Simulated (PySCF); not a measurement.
PySCF input (M06-2X/def2-TZVPD):

```python
from pyscf import gto, scf, dft

mol = gto.M(
    atom='''
    B    -0.00263190    0.63290309   -0.00919232
    F    -0.00808274    1.94368664   -0.02823022
    Br   -1.66875119   -0.30099718    0.07708137
    Br    1.67120559   -0.28922268   -0.06850898
    ''',
    basis='def2-tzvpd',
    charge=0,
    spin=0,
    verbose=4,
)

mf = dft.RKS(mol, xc='m062x').density_fit(auxbasis='def2-universal-jkfit')
mf.grids.level = 4
mf.conv_tol = 1e-9
mf.max_cycle = 100
mf.max_memory = 1500
mf.kernel()
if not mf.converged:
    mf = mf.newton()
    mf.kernel(mf.make_rdm1())
mf.analyze()
```

Output:

```
PySCF version 2.14.0

[INPUT] verbose = 4
[INPUT] num. atoms = 4
[INPUT] num. electrons = 84
[INPUT] charge = 0
[INPUT] spin (= nelec alpha-beta = 2S) = 0
[INPUT] symmetry False subgroup None
[INPUT] Mole.unit = angstrom
[INPUT] Symbol           X                Y                Z      unit          X                Y                Z       unit  Magmom
[INPUT]  1 B     -0.002631900000   0.632903090000  -0.009192320000 AA   -0.004973570187   1.196013503491  -0.017370967249 Bohr   0.0
[INPUT]  2 F     -0.008082740000   1.943686640000  -0.028230220000 AA   -0.015274164936   3.673035421576  -0.053347384236 Bohr   0.0
[INPUT]  3 Br    -1.668751190000  -0.300997180000   0.077081370000 AA   -3.153482719142  -0.568802234466   0.145662678606 Bohr   0.0
[INPUT]  4 Br     1.671205590000  -0.289222680000  -0.068508980000 AA    3.158120862942  -0.546551654213  -0.129463209273 Bohr   0.0

nuclear repulsion = 428.249411851291
number of shells = 65
number of NR pGTOs = 331
number of NR cGTOs = 191
basis = def2-tzvpd
ecp = {}

******** <class 'pyscf.df.df_jk.DFRKS'> ********
method = DFRKS
initial guess = minao
damping factor = 0
level_shift factor = 0
DIIS = <class 'pyscf.scf.diis.CDIIS'>
diis_start_cycle = 1
diis_space = 8
diis_damp = 0
SCF conv_tol = 1e-09
SCF conv_tol_grad = None
SCF max_cycles = 100
direct_scf = False
XC library pyscf.dft.libxc version 7.1.2
    S. Lehtola, C. Steigemann, M. J. T. Oliveira, and M. A. L. Marques,  SoftwareX 7, 1–5 (2018)
XC functionals = m062x
    Y. Zhao and D. G. Truhlar,  Theor. Chem. Acc. 120, 215 (2008)
    Y. Zhao and D. G. Truhlar,  Theor. Chem. Acc. 120, 215 (2008)
radial grids:
    Treutler-Ahlrichs [JCP 102, 346 (1995); DOI:10.1063/1.469408] (M4) radial grids

becke partition: Becke, JCP 88, 2547 (1988); DOI:10.1063/1.454033
pruning grids: <function nwchem_prune>
grids dens level: 4
symmetrized grids: False
atomic radii adjust function: <function treutler_atomic_radii_adjust>
small_rho_cutoff = 0
Set gradient conv threshold to 3.16228e-05
Initial guess from minao.
tot grids = 117312
******** <class 'pyscf.df.df.DF'> ********
auxbasis = def2-universal-jkfit
init E= -5271.54922263717
  HOMO = -0.343070598889852  LUMO = -0.0325688014616171  gap/eV = 8.44918
cycle= 1 E= -5273.16611435773  delta_E= -1.62  |g|= 0.536  |ddm|= 1.98
  HOMO = -0.375377030549676  LUMO = -0.0771512041614173  gap/eV = 8.11514
cycle= 2 E= -5273.15040968531  delta_E= 0.0157  |g|= 0.643  |ddm|= 0.686
  HOMO = -0.363148915312522  LUMO = -0.0250527758799183  gap/eV = 9.20006
[...]
cycle= 9 E= -5273.22340025048  delta_E= -2.69e-10  |g|= 1.09e-05  |ddm|= 5.29e-05
  HOMO = -0.363260778668565  LUMO = -0.0217428221385295  gap/eV = 9.29318
Extra cycle  E= -5273.22340025054  delta_E= -6.37e-11  |g|= 6.48e-06  |ddm|= 1.94e-05
converged SCF energy = -5273.22340025054
**** SCF Summaries ****
Total Energy =                       -5273.223400250544728
Nuclear Repulsion Energy =             428.249411851290915
One-electron Energy =                -8191.422138505411567
Two-electron Energy =                 2489.949326403575014
Two-electron Coulomb Energy =         2687.304116131056617
DFT Exchange-Correlation Energy =     -197.354789727481631
HOMO-LUMO gap [eV] =                     9.293176947900376
**** MO energy ****
MO #1   energy= -485.396800687634  occ= 2
MO #2   energy= -485.396797221536  occ= 2
MO #3   energy= -63.3816301256139  occ= 2
MO #4   energy= -63.3816256180307  occ= 2
MO #5   energy= -57.2004845347738  occ= 2
MO #6   energy= -57.2004746418462  occ= 2
MO #7   energy= -57.1992749725406  occ= 2
MO #8   energy= -57.1992718487469  occ= 2
MO #9   energy= -57.1988150436503  occ= 2
MO #10  energy= -57.1988088699083  occ= 2
MO #11  energy= -25.2936898372649  occ= 2
MO #12  energy= -9.04757987915832  occ= 2
MO #13  energy= -9.04757599441569  occ= 2
MO #14  energy= -7.21244793438192  occ= 2
MO #15  energy= -6.86958084081139  occ= 2
MO #16  energy= -6.86957839257098  occ= 2
MO #17  energy= -6.86477516588297  occ= 2
MO #18  energy= -6.8647717951267   occ= 2
MO #19  energy= -6.86316340469622  occ= 2
MO #20  energy= -6.8631609663207   occ= 2
MO #21  energy= -2.90361284246324  occ= 2
MO #22  energy= -2.90360718677565  occ= 2
MO #23  energy= -2.90197531769232  occ= 2
MO #24  energy= -2.90196922700799  occ= 2
MO #25  energy= -2.90046671266345  occ= 2
MO #26  energy= -2.90046373091025  occ= 2
MO #27  energy= -2.89599599810838  occ= 2
MO #28  energy= -2.89599001837268  occ= 2
MO #29  energy= -2.89589763552601  occ= 2
MO #30  energy= -2.89589284535238  occ= 2
MO #31  energy= -1.40430917773602  occ= 2
MO #32  energy= -0.910181714466957 occ= 2
MO #33  energy= -0.881556991469379 occ= 2
MO #34  energy= -0.687102671835561 occ= 2
MO #35  energy= -0.606709807506743 occ= 2
MO #36  energy= -0.597746088987145 occ= 2
MO #37  energy= -0.536205431153995 occ= 2
MO #38  energy= -0.439575913938919 occ= 2
MO #39  energy= -0.410090292262309 occ= 2
MO #40  energy= -0.396530136644037 occ= 2
MO #41  energy= -0.376747455662702 occ= 2
MO #42  energy= -0.363260778668565 occ= 2
MO #43  energy= -0.0217428221385295 occ= 0
MO #44  energy= -0.00651541295027824 occ= 0
MO #45  energy= 0.0170031969168353 occ= 0
MO #46  energy= 0.0248409326230135 occ= 0
MO #47  energy= 0.0266066443138396 occ= 0
MO #48  energy= 0.0300244445980395 occ= 0
MO #49  energy= 0.0447798084288832 occ= 0
MO #50  energy= 0.0489894896176836 occ= 0
MO #51  energy= 0.0589718017884368 occ= 0
MO #52  energy= 0.0782287220017153 occ= 0
MO #53  energy= 0.104238982307655  occ= 0
MO #54  energy= 0.113840985062178  occ= 0
MO #55  energy= 0.126981685879351  occ= 0
MO #56  energy= 0.131856124347888  occ= 0
MO #57  energy= 0.133703582538852  occ= 0
MO #58  energy= 0.14828075822943   occ= 0
MO #59  energy= 0.148599780263632  occ= 0
MO #60  energy= 0.154543945706866  occ= 0
MO #61  energy= 0.165425287906746  occ= 0
MO #62  energy= 0.19040802815746   occ= 0
MO #63  energy= 0.199111228128454  occ= 0
MO #64  energy= 0.212850161881791  occ= 0
MO #65  energy= 0.212995879066181  occ= 0
MO #66  energy= 0.217456275638418  occ= 0
MO #67  energy= 0.219899916506139  occ= 0
MO #68  energy= 0.230720902277149  occ= 0
MO #69  energy= 0.233072950557094  occ= 0
MO #70  energy= 0.235985027178002  occ= 0
MO #71  energy= 0.250878941844484  occ= 0
MO #72  energy= 0.277946383043796  occ= 0
MO #73  energy= 0.279506572644445  occ= 0
MO #74  energy= 0.307018727927721  occ= 0
MO #75  energy= 0.312682977780716  occ= 0
MO #76  energy= 0.34099475504261   occ= 0
MO #77  energy= 0.350208917165859  occ= 0
MO #78  energy= 0.37377223874196   occ= 0
MO #79  energy= 0.421825308774109  occ= 0
MO #80  energy= 0.445415993563649  occ= 0
MO #81  energy= 0.465506706357964  occ= 0
MO #82  energy= 0.483232609790186  occ= 0
MO #83  energy= 0.491329399546974  occ= 0
MO #84  energy= 0.499117588017653  occ= 0
MO #85  energy= 0.507521281015143  occ= 0
MO #86  energy= 0.507604122235033  occ= 0
MO #87  energy= 0.508050191743982  occ= 0
MO #88  energy= 0.522270513346004  occ= 0
MO #89  energy= 0.540166156937136  occ= 0
MO #90  energy= 0.558890368512675  occ= 0
MO #91  energy= 0.564209322118468  occ= 0
MO #92  energy= 0.589781006902255  occ= 0
MO #93  energy= 0.607508587514318  occ= 0
MO #94  energy= 0.631588740965302  occ= 0
MO #95  energy= 0.648981894677463  occ= 0
MO #96  energy= 0.651146335689836  occ= 0
MO #97  energy= 0.669625454175602  occ= 0
MO #98  energy= 0.673087216799992  occ= 0
MO #99  energy= 0.69376005946947   occ= 0
MO #100 energy= 0.703120806316532  occ= 0
MO #101 energy= 0.779661413549269  occ= 0
MO #102 energy= 0.824520099168246  occ= 0
MO #103 energy= 0.86801247795474   occ= 0
MO #104 energy= 0.896693742866617  occ= 0
MO #105 energy= 0.938181121405431  occ= 0
MO #106 energy= 1.03230304991975   occ= 0
MO #107 energy= 1.03396527166795   occ= 0
[...]
```
